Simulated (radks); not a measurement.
The erbium ion Er4+, configuration [Xe] 4f9 6p1 (not the ground configuration). Method: scalar-relativistic Kohn-Sham, LDA (Slater exchange, Perdew-Wang correlation), spin-polarised, spherical densities, finite nucleus; open shells are filled with parallel spins first (spin-orbit coupling, left out, can overturn this in heavy ions); Fermi nuclear charge, rms radius 5.2516 fm; computed with a radial shooting solver on a logarithmic mesh with Libxc functionals.

Normalised radial functions P(r) = r R(r), r in bohr:

| r | 5s down | 4f down | 6p down |
|---|---|---|---|
| 0.001154 | 0.0593 | 0.0000 | 0.0008 |
| 0.001343 | 0.0667 | 0.0000 | 0.0010 |
| 0.001564 | 0.0748 | 0.0000 | 0.0013 |
| 0.001821 | 0.0837 | 0.0000 | 0.0017 |
| 0.002103 | 0.0928 | 0.0000 | 0.0021 |
| 0.002448 | 0.1030 | 0.0000 | 0.0027 |
| 0.002849 | 0.1138 | 0.0000 | 0.0035 |
| 0.003317 | 0.1251 | 0.0000 | 0.0046 |
| 0.003862 | 0.1365 | 0.0000 | 0.0059 |
| 0.00446 | 0.1471 | 0.0000 | 0.0075 |
| 0.005192 | 0.1577 | 0.0000 | 0.0096 |
| 0.006044 | 0.1671 | 0.0000 | 0.0123 |
| 0.007037 | 0.1744 | 0.0000 | 0.0157 |
| 0.008126 | 0.1784 | 0.0000 | 0.0197 |
| 0.009461 | 0.1786 | 0.0000 | 0.0248 |
| 0.01101 | 0.1732 | 0.0001 | 0.0312 |
| 0.01282 | 0.1608 | 0.0001 | 0.0388 |
| 0.01493 | 0.1398 | 0.0002 | 0.0477 |
| 0.01724 | 0.1110 | 0.0004 | 0.0574 |
| 0.02007 | 0.0703 | 0.0006 | 0.0688 |
| 0.02336 | 0.0192 | 0.0011 | 0.0810 |
| 0.0272 | -0.0410 | 0.0019 | 0.0931 |
| 0.03141 | -0.1033 | 0.0031 | 0.1036 |
| 0.03657 | -0.1697 | 0.0052 | 0.1119 |
| 0.04257 | -0.2286 | 0.0086 | 0.1155 |
| 0.04956 | -0.2701 | 0.0141 | 0.1117 |
| 0.05769 | -0.2826 | 0.0229 | 0.0982 |
| 0.06663 | -0.2582 | 0.0356 | 0.0746 |
| 0.07757 | -0.1879 | 0.0558 | 0.0376 |
| 0.0903 | -0.0728 | 0.0857 | -0.0102 |
| 0.1051 | 0.0749 | 0.1287 | -0.0639 |
| 0.1214 | 0.2218 | 0.1847 | -0.1128 |
| 0.1413 | 0.3494 | 0.2635 | -0.1514 |
| 0.1645 | 0.4082 | 0.3646 | -0.1643 |
| 0.1915 | 0.3648 | 0.4882 | -0.1417 |
| 0.223 | 0.2083 | 0.6306 | -0.0802 |
| 0.2575 | -0.0230 | 0.7755 | 0.0070 |
| 0.2998 | -0.2967 | 0.9264 | 0.1111 |
| 0.349 | -0.5168 | 1.0586 | 0.1992 |
| 0.4063 | -0.5992 | 1.1546 | 0.2408 |
| 0.4692 | -0.5044 | 1.1995 | 0.2175 |
| 0.5463 | -0.2279 | 1.1917 | 0.1235 |
| 0.636 | 0.1666 | 1.1292 | -0.0242 |
| 0.7404 | 0.5786 | 1.0213 | -0.1889 |
| 0.8619 | 0.9060 | 0.8819 | -0.3252 |
| 0.9954 | 1.0740 | 0.7348 | -0.3895 |
| 1.159 | 1.0812 | 0.5773 | -0.3615 |
| 1.349 | 0.9418 | 0.4296 | -0.2293 |
| 1.57 | 0.7175 | 0.3006 | -0.0131 |
| 1.814 | 0.4895 | 0.2006 | 0.2288 |
| 2.111 | 0.2845 | 0.1207 | 0.4672 |
| 2.458 | 0.1415 | 0.0658 | 0.6329 |
| 2.862 | 0.0592 | 0.0320 | 0.6911 |
| 3.331 | 0.0204 | 0.0136 | 0.6384 |
| 3.847 | 0.0061 | 0.0052 | 0.5121 |
| 4.479 | 0.0013 | 0.0016 | 0.3462 |
| 5.214 | 0.0002 | 0.0004 | 0.1961 |
| 6.07 | 0.0000 | 0.0001 | 0.0911 |
| 7.01 | 0.0000 | 0.0000 | 0.0359 |
| 8.161 | 0.0000 | 0.0000 | 0.0105 |
| 9.501 | 0.0000 | 0.0000 | 0.0023 |

5s down: eigenvalue -107.40 eV, 4 radial nodes at r = 0.0246, 0.0976, 0.254, 0.598 bohr, <r> = 1.18 bohr, 90 % of the charge inside 1.69 bohr. 4f down: eigenvalue -67.267 eV, 0 radial nodes, <r> = 0.705 bohr, 90 % of the charge inside 1.17 bohr. 6p down (empty): eigenvalue -28.847 eV, 4 radial nodes at r = 0.0876, 0.255, 0.622, 1.58 bohr, <r> = 3.04 bohr, 90 % of the charge inside 4.29 bohr.
